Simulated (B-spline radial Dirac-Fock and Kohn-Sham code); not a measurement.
# Scattering functions of La⁴⁵⁺

System: La⁴⁵⁺, [Ne] 3s2.

Level of theory: Dirac-Fock densities; a radial atomic solver. f₀ is the Fourier transform of the spherical electron density, S the Waller-Hartree incoherent function, and s = sin θ/λ. The electron scattering factor follows from the Mott-Bethe formula f_e = 0.023934 Å⁻¹·(Z − f₀)/s².

```
s (Å⁻¹)      f₀      S  f_e (Å)
      0  12.000  0.000        –
   0.05  11.996  0.007  430.854
    0.1  11.983  0.029  107.745
   0.15  11.961  0.065   47.910
    0.2  11.931  0.114   26.967
   0.25  11.892  0.176   17.274
    0.3  11.846  0.251   12.008
   0.35  11.791  0.338    8.833
    0.4  11.729  0.435    6.772
   0.45  11.659  0.542    5.359
    0.5  11.582  0.658    4.348
    0.6  11.408  0.910    3.031
    0.7  11.211  1.183    2.237
    0.8  10.993  1.467    1.721
    0.9  10.757  1.756    1.366
      1  10.508  2.043    1.113
    1.1  10.249  2.322    0.925
    1.2   9.983  2.591    0.781
    1.4   9.440  3.090    0.581
    1.6   8.902  3.542    0.450
    1.8   8.381  3.956    0.359
      2   7.888  4.349    0.294
    2.5   6.786  5.287    0.192
      3   5.849  6.179    0.136
    3.5   5.026  6.990    0.102
      4   4.291  7.703    0.079
      5   3.087  8.833    0.052
      6   2.262  9.607    0.036
```

f₀ starts at the number of electrons, 12, and has fallen to half at s ≈ 2.92 Å⁻¹. The sum of ⟨r²⟩ over the electrons is 0.2363 bohr². For an ion f_e diverges as s goes to zero, because of the net charge.

Values without a named source are computed, but for edge energies of neutral atoms, which are taken from tables.
